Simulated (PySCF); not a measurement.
Rb (rubidium, neutral) across methods

[Kr] 5p1, 2P determinant (an excited configuration). Computed with PySCF 2.14 in dyall-av2z, with no relativity, point nucleus. The B2PLYP total includes its PT2 part (frozen core); its orbital energies are those of the SCF part.

| method | E (hartree) | mean ε 4p α (eV) | mean ε 4p β (eV) | mean ε 5p α (eV) | Σ⟨r²⟩ (bohr²) | ⟨S²⟩ |
| --- | --- | --- | --- | --- | --- | --- |
| PBE0 | -2939.77 | -19.061 | -19.028 | -1.874 | 88.41 | 0.750 |
| UHF | -2938.30185 | -23.402 | -23.360 | -2.455 | 98.39 | 0.750 |
| LC-wPBE | -2939.69 | -22.159 | -22.136 | -2.693 | 92.99 | 0.750 |
| PBEsol | -2937.88 | -17.269 | -17.242 | -1.543 | 87.03 | 0.750 |
| B2PLYP | -2939.61 | -20.635 | -20.600 | -2.013 | 91.94 | 0.750 |
| LDA | -2936.28 | -17.385 | -17.356 | -1.546 | 86.60 | 0.750 |
| PBE | -2939.67 | -17.266 | -17.235 | -1.588 | 86.73 | 0.750 |

Q: Estimate the same row for r2SCAN.

A: E (hartree) = -2940.07; mean ε 4p α (eV) = -17.847; mean ε 4p β (eV) = -17.835; mean ε 5p α (eV) = -1.538; Σ⟨r²⟩ (bohr²) = 88.12; ⟨S²⟩ = 0.750.

A non-relativistic calculation at this Z misses sizeable relativistic shifts.
